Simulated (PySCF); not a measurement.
# Manganese: a sound run and one with changed settings

Sound run: Mn²⁺ [Ar] 3d5, Mn³⁺ [Ar] 3d4. All numbers are calculated (PySCF 2.14, no relativity, point nucleus, in def2-TZVP (6s4p4d1f, 45 functions)). In the sound run the correlated levels freeze [Ar]. The sound run starts from symmetry-adapted Hartree-Fock orbitals and uses a fine grid where one is needed.

Changed run: basis STO-3G. This setting is unsound on purpose.

```
species  method  sound run (hartree)  changed run (hartree)  converged
   Mn²⁺     UHF          -1149.08700            -1137.01113        yes
   Mn²⁺     LDA          -1147.72693            -1135.31596        yes
   Mn²⁺   M06-L          -1150.09833            -1137.88540        yes
   Mn²⁺     MP2          -1149.14145            -1137.01122        yes
   Mn³⁺     UHF          -1147.88783            -1136.06839        yes
   Mn³⁺     LDA          -1146.45400            -1134.35086        yes
   Mn³⁺   M06-L          -1148.85828            -1136.90408        yes
   Mn³⁺     MP2          -1147.91640            -1136.06842        yes
```

Ionisation energy of Mn²⁺:

```
 method  sound run (eV)  changed run (eV)
    UHF          32.631            25.653
    LDA          34.638            26.262
  M06-L          33.743            26.703
    MP2          33.335            25.655
SCS-MP2          32.866            25.654
```

A minimal basis cannot let orbitals breathe on ionisation and holds almost no correlation.

For comparison, NIST gives 33.668 ± 0.012 eV between the lowest levels.
